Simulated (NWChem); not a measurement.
Species: CH4OTe; SMILES CO[TeH]

```xyz
7

Te     0.0092    -0.5851     0.0393
H     -0.6029    -0.6352    -1.5190
O      0.6367     1.3107    -0.0676
C     -0.3364     2.3143     0.0477
H     -0.9367     2.2346     0.9730
H      0.2028     3.2761     0.0685
H     -1.0347     2.3331    -0.8109
```
Atoms are numbered in this order, from 1.

Level: PBE0/def2-SVP with def2 effective core potentials on Te (NWChem), optimised geometry, unscaled harmonic frequencies. def2 effective core potentials on Te; no spin-orbit coupling.

**Question.** List the harmonic frequencies with IR intensities, and the thermochemistry.

**Answer.** 
| frequency (cm⁻¹) | IR intensity (km/mol) |
|---|---|
| 155 | 0.4 |
| 197 | 3.0 |
| 280 | 2.3 |
| 553 | 26.9 |
| 691 | 15.6 |
| 1118 | 108.4 |
| 1171 | 2.1 |
| 1183 | 21.0 |
| 1447 | 6.9 |
| 1457 | 12.5 |
| 1481 | 22.5 |
| 2104 | 80.5 |
| 3001 | 71.4 |
| 3080 | 42.1 |
| 3121 | 15.8 |

The zero-point energy is 30.1 kcal/mol. The thermal correction to the enthalpy at 298.15 K (with zero-point energy) comes out as 33.7 kcal/mol and the heat capacity Cv is 14.4 cal/(mol K). The entropy at 298.15 K and 1 atm (symmetry number 1) comes out as 72.8 cal/(mol K).

Rigid rotor and harmonic oscillator.
